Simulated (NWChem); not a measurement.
C2H5FOSi; SMILES F[Si@H]1CCO1

```xyz
10

F      0.0321    -1.8147    -0.5520
Si     0.0243    -0.5351     0.4417
C      1.1377     0.8839    -0.0499
C     -0.2120     1.5931    -0.3166
O     -1.1658     0.5800     0.0698
H     -0.0331    -1.1055     1.8094
H      1.7451     1.3419     0.7435
H      1.7625     0.7292    -0.9405
H     -0.3608     1.8663    -1.3742
H     -0.3582     2.4961     0.2980
```
Atoms are numbered in this order, from 1.

Results from NWChem. The geometry was optimised at PBE0/def2-SVP. GIAO values for the isolated, static molecule; σ is the absolute isotropic shielding, δ = σ(reference) − σ with the isolated reference molecule computed at the same levels (13C: tetramethylsilane, 1H: tetramethylsilane, 17O: water, 29Si: tetramethylsilane).

Q: Among these, which level gives the lowest value of “δ Si2 (ppm)”?
(A) KT2/pcSseg-1
(B) LDA (Slater exchange, VWN5)/pcSseg-1
(C) PBE/pcSseg-1

A: C, PBE/pcSseg-1. Values: PBE/pcSseg-1 10.2; KT2/pcSseg-1 14.6; LDA (Slater exchange, VWN5)/pcSseg-1 19.5
